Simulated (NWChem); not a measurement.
System: C2H5S, doublet; SMILES C[CH]S

Here is an NWChem input.

```
start job
memory heap 200 mb stack 900 mb global 1100 mb
geometry units angstroms noautosym nocenter noautoz
  C      0.256800     1.664799    -0.033969
  C     -0.585565     0.447493     0.081384
  S      0.043976    -1.162550    -0.056839
  H      0.607725     1.844272    -1.070216
  H     -0.304953     2.557903     0.279349
  H      1.159421     1.600461     0.598814
  H     -1.666062     0.497272    -0.078279
  H      1.305462    -0.896892     0.353411
end
basis spherical
  C library 6-31g*
  S library 6-31g*
  H library 6-31g*
end
dft
  odft
  mult 2
  xc pbe0
  iterations 150
end
property
  hyperfine
end
task dft property
```

Parts of the log:

```
             Northwest Computational Chemistry Package (NWChem) 7.3.0
             --------------------------------------------------------

                             Geometry "geometry" -> ""
                             -------------------------

 Output coordinates in angstroms (scale by  1.889725989 to convert to a.u.)

  No.       Tag          Charge          X              Y              Z
 ---- ---------------- ---------- -------------- -------------- --------------
    1 C                    6.0000     0.25680000     1.66479900    -0.03396900
    2 C                    6.0000    -0.58556500     0.44749300     0.08138400
    3 S                   16.0000     0.04397600    -1.16255000    -0.05683900
    4 H                    1.0000     0.60772500     1.84427200    -1.07021600
    5 H                    1.0000    -0.30495300     2.55790300     0.27934900
    6 H                    1.0000     1.15942100     1.60046100     0.59881400
    7 H                    1.0000    -1.66606200     0.49727200    -0.07827900
    8 H                    1.0000     1.30546200    -0.89689200     0.35341100

 Effective nuclear repulsion energy (a.u.)      99.5058435313

                              NWChem Property Module
                              ----------------------

  itol2e modified to match energy
  convergence criterion.

                                 NWChem DFT Module
                                 -----------------

 Summary of "ao basis" -> "ao basis" (spherical)
 ------------------------------------------------------------------------------
       Tag                 Description            Shells   Functions and Types
 ---------------- ------------------------------  ------  ---------------------
 C                           6-31g*                  6       14   3s2p1d
 S                           6-31g*                  8       18   4s3p1d
 H                           6-31g*                  2        2   2s

  itol2e modified to match energy
  convergence criterion.

[...]

          ----------------------
          Hyperfine Interactions
          ----------------------

 Total Spin Density (Fermi Contact Term)
 ------------------ --------------------
     Atom            x         y         z       Density (a.u.)      Aiso(MHz)     Aiso(Gauss)
     1  13-C      0.48528   3.14601  -0.06419      -0.024649        -27.709850      -9.887547
     2  13-C     -1.10656   0.84564   0.15379       0.167544        188.350950      67.208189
     3  33-S      0.08310  -2.19690  -0.10741       0.012855          4.415333       1.575498
     4   1-H      1.14843   3.48517  -2.02241       0.026745        119.546601      42.657128
     5   1-H     -0.57628   4.83374   0.52789       0.002872         12.838935       4.581243
     6   1-H      2.19099   3.02443   1.13159       0.010059         44.962775      16.043809
     7   1-H     -3.14840   0.93971  -0.14793      -0.014977        -66.944217     -23.887321
     8   1-H      2.46697  -1.69488   0.66785       0.001597          7.139415       2.547517

           -------------------------------------------
           Anisotropic Interaction (Spin-Dipolar Term)
           -------------------------------------------

 ------------------------------------------------------------
     Atom            x         y         z
 ------------------------------------------------------------
     1  13-C      0.48528   3.14601  -0.06419

   Spin-Dipolar term (a.u.)
        xx             yy             zz             xy             xz             yz
 ------------------------------------------------------------------------------------------
      -0.000042       0.008630      -0.008588       0.015737      -0.004217      -0.005369

   Principal Comp. of -hf- tensor (au)            Anisotropic -hfcc- (MHz)               Anisotropic -hfcc- (Gauss)
 --------------------------------------------------------------------------------------------------------------------------
     -0.012035     0.022134    -0.010099      -1.614994     2.970232    -1.355238      -0.576269     1.059851    -0.483582

   Orientation of the principal axis of Hyperfine Tensor w.r.t absolute (molecular) frame
 --------------------------------------------------------------------------------------------------------------------------
      0.800800     0.592054     0.090504
     -0.596825     0.776159     0.203413
      0.050186    -0.216908     0.974901

 ------------------------------------------------------------
     Atom            x         y         z
 ------------------------------------------------------------
     2  13-C     -1.10656   0.84564   0.15379

   Spin-Dipolar term (a.u.)
        xx             yy             zz             xy             xz             yz
 ------------------------------------------------------------------------------------------
      -0.482535      -0.489697       0.972232      -0.003557      -0.076506      -0.015564

   Principal Comp. of -hf- tensor (au)            Anisotropic -hfcc- (MHz)               Anisotropic -hfcc- (Gauss)
 --------------------------------------------------------------------------------------------------------------------------
     -0.483533    -0.492872     0.976405     -64.885480   -66.138719   131.024199     -23.152714   -23.599900    46.752614

[...]
```

Level: PBE0/6-31G* (spherical d), spin-unrestricted, contact and dipolar terms. Structure relaxed at the PBE0/def2-SVP, spin-unrestricted level. No stability test was run on the SCF state.
